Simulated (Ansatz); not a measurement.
`[SiH3]CC1C[SiH2]1` + `[NH2][AlH2]` → `[AlH2][NH][SiH3]` + `CC1C[SiH2]1`  (ligand exchange at the Si–C bond)

Calculated with Ansatz (gas phase, PBE0-D4/def2-TZVP geometries, no zero-point term in ΔE). CBS: MP2 limit from def2 TZ/QZ plus the TZ coupled-cluster correction, frozen cores. This one scheme is used for every species. Functionals use def2-TZVPP. B3LYP here is the variant with VWN-RPA as its local correlation; programs differ in this. Each species was taken in one conformer, which may not be the lowest.

```
     level  ΔE (eV)
  B3LYP-D4    -0.61
r2SCANh-D4    -0.61
```

**Question.** What does CCSD(T)/CBS give? (Best estimate.)

**Answer.** The calculation gave: -0.62 eV. The listed levels differ from it by 0.01, 0.01 eV.

Largest T1 diagnostic among the species: 0.011.

Leaving LDA and LC-ωPBE aside and taking each functional with its dispersion term where it has one, the values, not all of them listed here, spread over 0.15 eV, from BHLYP-D4 to revPBE-D4. LDA lies +0.03 eV from PBE without D4. In def2-TZVPP, CCSD(T) changes the Hartree–Fock value by +0.15 eV (the triples alone add +0.02 eV) and MP2 by +0.15 eV.
